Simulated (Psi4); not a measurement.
C₄H₈F₂O, singlet, at a GFN2-xTB geometry; MP2/STO-3G (Psi4 1.11).

Psi4 was given this input:
```
memory 2 GB

molecule mol {
0 1
  C    -1.542050   -0.934734    0.524100
  C    -0.114117   -0.598768    0.075317
  C     0.921985   -1.389549    0.871397
  O     0.076455   -0.910025   -1.283561
  C     0.117809    0.911666    0.299407
  F     1.365431    1.287296   -0.057261
  F    -0.727049    1.631596   -0.488744
  H    -2.264565   -0.321015   -0.010782
  H    -1.659073   -0.767074    1.591144
  H    -1.743643   -1.979771    0.305089
  H     0.822957   -1.191291    1.934608
  H     0.774617   -2.448701    0.684011
  H     1.920655   -1.116546    0.541828
  H    -0.462830   -0.320776   -1.825645
  H    -0.046962    1.223669    1.340948
}

set basis sto-3g
set reference rhf
set freeze_core true
set mp2_type conv
set scf_type pk
set puream true
set d_convergence 1e-8

energy('mp2')
print_variables()
```

The log (banner, timings and long lists left out):

```
   => Loading Basis Set <=

    Name: STO-3G
    Role: ORBITAL
    Keyword: BASIS

         ---------------------------------------------------------
                                   SCF
               by Justin Turney, Rob Parrish, Andy Simmonett
                          and Daniel G. A. Smith
                              RHF Reference
         ---------------------------------------------------------

  ==> Geometry <==

    Molecular point group: c1
    Full point group: C1

    Geometry (in Angstrom), charge = 0, multiplicity = 1:

       Center              X                  Y                   Z               Mass
    ------------   -----------------  -----------------  -----------------  -----------------
         C           -1.571808070644    -1.023655804443     0.570114796354    12.000000000000
         C           -0.143875070644    -0.687689804443     0.121331796354    12.000000000000
         C            0.892226929356    -1.478470804443     0.917411796354    12.000000000000
         O            0.046696929356    -0.998946804443    -1.237546203646    15.994914619570
         C            0.088050929356     0.822744195557     0.345421796354    12.000000000000
         F            1.335672929356     1.198374195557    -0.011246203646    18.998403162730
         F           -0.756807070644     1.542674195557    -0.442729203646    18.998403162730
         H           -2.294323070644    -0.409936804443     0.035232796354     1.007825032230
         H           -1.688831070644    -0.855995804443     1.637158796354     1.007825032230
         H           -1.773401070644    -2.068692804443     0.351103796354     1.007825032230
         H            0.793198929356    -1.280212804443     1.980622796354     1.007825032230
         H            0.744858929356    -2.537622804443     0.730025796354     1.007825032230
         H            1.890896929356    -1.205467804443     0.587842796354     1.007825032230
         H           -0.492588070644    -0.409697804443    -1.779630203646     1.007825032230
         H           -0.076720070644     1.134747195557     1.386962796354     1.007825032230

  Running in c1 symmetry.

  Rotational constants: A =      0.11154  B =      0.07823  C =      0.06414 [cm^-1]
  Rotational constants: A =   3343.75677  B =   2345.22338  C =   1922.86568 [MHz]
  Nuclear repulsion =  353.439448478665838

  Charge       = 0
  Multiplicity = 1
  Electrons    = 58
  Nalpha       = 29
  Nbeta        = 29

  ==> Algorithm <==

  SCF Algorithm Type is PK.
  DIIS enabled.
  MOM disabled.
  Fractional occupation disabled.
  Guess Type is SAD.
  Energy threshold   = 1.00e-08
  Density threshold  = 1.00e-08
  Integral threshold = 1.00e-12

  ==> Primary Basis <==

  Basis Set: STO-3G
    Blend: STO-3G
    Number of shells: 29
    Number of basis functions: 43
    Number of Cartesian functions: 43
    Spherical Harmonics?: true
    Max angular momentum: 1

  ==> Integral Setup <==

  Using in-core PK algorithm.
   Calculation information:
      Number of atoms:                  15
      Number of AO shells:              29
      Number of primitives:             87
      Number of atomic orbitals:        43
      Number of basis functions:        43

      Integral cutoff                 1.00e-12
      Number of threads:                 1

  Performing in-core PK
  Using 895862 doubles for integral storage.
  We computed 87242 shell quartets total.
  Whereas there are 94830 unique shell quartets.

  ==> DiskJK: Disk-Based J/K Matrices <==

    J tasked:                  Yes
    K tasked:                  Yes
    wK tasked:                  No
    Schwarz Cutoff:          1E-12

  Minimum eigenvalue in the overlap matrix is 2.0535581802E-01.
  Reciprocal condition number of the overlap matrix is 8.1268277677E-02.
    Using symmetric orthogonalization.

  ==> Pre-Iterations <==

  SCF Guess: Superposition of Atomic Densities via on-the-fly atomic UHF (no occupation information).

   -------------------------
    Irrep   Nso     Nmo
   -------------------------
     A         43      43
   -------------------------
    Total      43      43
   -------------------------

  ==> Iterations <==

                        Total Energy        Delta E     RMS |[F,P]|

   @RHF iter SAD:  -419.51124177216013   -4.19511e+02   0.00000e+00
   @RHF iter   1:  -424.02108441530106   -4.50984e+00   1.15886e-02 DIIS/ADIIS
   @RHF iter   2:  -424.18705451838076   -1.65970e-01   3.44586e-03 DIIS/ADIIS
   @RHF iter   3:  -424.20075545111007   -1.37009e-02   6.50315e-04 DIIS/ADIIS
   @RHF iter   4:  -424.20169324316959   -9.37792e-04   9.51321e-05 DIIS
   @RHF iter   5:  -424.20171229197314   -1.90488e-05   2.42064e-05 DIIS
   @RHF iter   6:  -424.20171357991825   -1.28795e-06   3.90752e-06 DIIS
   @RHF iter   7:  -424.20171361354471   -3.36265e-08   8.52244e-07 DIIS
   @RHF iter   8:  -424.20171361535938   -1.81467e-09   1.83496e-07 DIIS
   @RHF iter   9:  -424.20171361544755   -8.81641e-11   4.22336e-08 DIIS
   @RHF iter  10:  -424.20171361545232   -4.77485e-12   9.00112e-09 DIIS
  Energy and wave function converged.

  ==> Post-Iterations <==

    Orbital Energies [Eh]
    ---------------------

    Doubly Occupied:

[...]
    Virtual:

[...]
    Final Occupation by Irrep:
              A
    DOCC [    29 ]
    NA   [    29 ]
    NB   [    29 ]

  @RHF Final Energy:  -424.20171361545232

   => Energetics <=

    Nuclear Repulsion Energy =            353.4394484786658381
    One-Electron Energy =               -1291.0421552131385852
    Two-Electron Energy =                 513.4009931190205407
    Total Energy =                       -424.2017136154522632

Computation Completed

Properties will be evaluated at   0.000000,   0.000000,   0.000000 [a0]

Properties computed using the SCF density matrix

 Multipole Moments:

 ------------------------------------------------------------------------------------
     Multipole            Electronic (a.u.)      Nuclear  (a.u.)        Total (a.u.)
[...]
  DIE_IF_NOT_CONVERGED          => (empty)
[...]
  FREEZE_CORE_POLICY            => (empty)
  FROZEN_DOCC                   => (empty)
  FROZEN_UOCC                   => (empty)
  INTEGRAL_PACKAGE              => (empty)
  IP_POLES                      => (empty)
  LEVEL_SHIFT                   => (empty)
  LITERAL_CFOUR                 => (empty)
  LS_THC_BASIS_TOLERANCE        => (empty)
  LS_THC_DF                     => (empty)
  LS_THC_PRUNING_SCHEME         => (empty)
  LS_THC_RADIAL_POINTS          => (empty)
  LS_THC_SPHERICAL_POINTS       => (empty)
  LS_THC_S_EPSILON              => (empty)
  LS_THC_WEIGHTS_TOLERANCE      => (empty)
  MAT_NUM_COLUMN_PRINT          => (empty)
  MAX_MOGRAD_CONVERGENCE        => (empty)
  MAX_RADIAL_MOMENT             => (empty)
  MBIS_D_CONVERGENCE            => (empty)
  MBIS_MAXITER                  => (empty)
  MBIS_PRUNING_SCHEME           => (empty)
  MBIS_RADIAL_POINTS            => (empty)
  MBIS_SPHERICAL_POINTS         => (empty)
  MOGRAD_DAMPING                => (empty)
  MOLDEN_WITH_VIRTUAL           => (empty)
  MO_MAXITER                    => (empty)
  MO_READ                       => (empty)
  MO_STEP_MAX                   => (empty)
  MO_WRITE                      => (empty)
  MP2_OS_SCALE                  => (empty)
  MP2_SOS_SCALE                 => (empty)
  MP2_SOS_SCALE2                => (empty)
  MP2_SS_SCALE                  => (empty)
  MP2_TYPE                      => CONV            !
  MP_TYPE                       => (empty)
  NAT_ORBS                      => (empty)
  NUM_FROZEN_DOCC               => (empty)
  NUM_FROZEN_UOCC               => (empty)
  NUM_GPUS                      => (empty)
  OCC_ORBS_PRINT                => (empty)
  OEPROP                        => (empty)
  OPT_METHOD                    => (empty)
  ORBITAL_OPTIMIZER_PACKAGE     => (empty)
  ORB_OPT                       => FALSE           !
  ORB_RESP_SOLVER               => (empty)
  ORTH_TYPE                     => (empty)
  OS_SCALE                      => (empty)
  PARENT_SYMMETRY               => (empty)
  PCG_BETA_TYPE                 => (empty)
  PCG_CONVERGENCE               => (empty)
  PCG_MAXITER                   => (empty)
  PCM                           => (empty)
  PE                            => (empty)
  PRINT                         => (empty)
  PRINT_NOONS                   => (empty)
  PROPERTIES                    => (empty)
  PROPERTIES_ORIGIN             => (empty)
  PUREAM                        => TRUE            !
  QC_MODULE                     => (empty)
  RAS1                          => (empty)
  RAS2                          => (empty)
  RAS3                          => (empty)
  RAS4                          => (empty)
  RELATIVISTIC                  => (empty)
  RELAXED                       => (empty)
  REMP_A                        => (empty)
  RESTRICTED_DOCC               => (empty)
  RESTRICTED_UOCC               => (empty)
  RMS_MOGRAD_CONVERGENCE        => (empty)
  R_CONVERGENCE                 => (empty)
  SCF_TYPE                      => PK              !
  SCREENING                     => (empty)
  SCS_TYPE                      => (empty)
  SOCC                          => (empty)
  SOS_TYPE                      => (empty)
  SPIN_SCALE_TYPE               => NONE            !
  SS_SCALE                      => (empty)
  SYMMETRIZE                    => (empty)
  TPDM_ABCD_TYPE                => (empty)
  WFN                           => (empty)
  WFN_TYPE                      => OMP2            !
  WRITER_FILE_LABEL             => (empty)
  ZORA_BASIS_TOLERANCE          => (empty)
  ZORA_NR_DEBUG                 => (empty)
  ZORA_PRUNING_SCHEME           => (empty)
  ZORA_RADIAL_POINTS            => (empty)
  ZORA_SPHERICAL_POINTS         => (empty)

 ==============================================================================
 ==============================================================================
 ==============================================================================

                             MP2
                    Program Written by Ugur Bozkaya,
              Additional Contributions by J. P. Misiewicz

 ==============================================================================
 ==============================================================================
 ==============================================================================

	MO spaces per irreps...

	IRREP   FC    OCC   VIR  FV
	==============================
	   A     7    22    14    0
	==============================

	Cost of iabc is      0 MB
	Cost of abcd is      0 MB
	Switching to the incore algorithm for iabc..
	Switching to the incore algorithm for abcd..

	Computing MP2 energy using SCF MOs (Canonical MP2)...
	==============================================================================
	Nuclear Repulsion Energy (a.u.)    :   353.43944847866584
	SCF Energy (a.u.)                  :  -424.20171361545232
	REF Energy (a.u.)                  :  -424.20171361545232
	Alpha-Alpha Contribution (a.u.)    :    -0.01614091282645
	Alpha-Beta Contribution (a.u.)     :    -0.23249236754838
	Beta-Beta Contribution (a.u.)      :    -0.01614091282645
	Scaled_SS Correlation Energy (a.u.):    -0.01076060855097
	Scaled_OS Correlation Energy (a.u.):    -0.27899084105805
	SCS-MP2 Total Energy (a.u.)        :  -424.49146506506133
	SOS-MP2 Total Energy (a.u.)        :  -424.48070445651035
	SCSN-MP2 Total Energy (a.u.)       :  -424.25852962860148
	SCS-MP2-VDW Total Energy (a.u.)    :  -424.51544475874073
	SOS-PI-MP2 Total Energy (a.u.)     :  -424.52720293002005
	MP2 Correlation Energy (a.u.)      :    -0.26477419320128
	MP2 Total Energy (a.u.)            :  -424.46648780865360
	==============================================================================

  Variable Map:
  ----------------------------------------------------------------------------
[...]
  Array Variable Map:
  ----------------------------------------------------------------------------
[...]
[...]
```
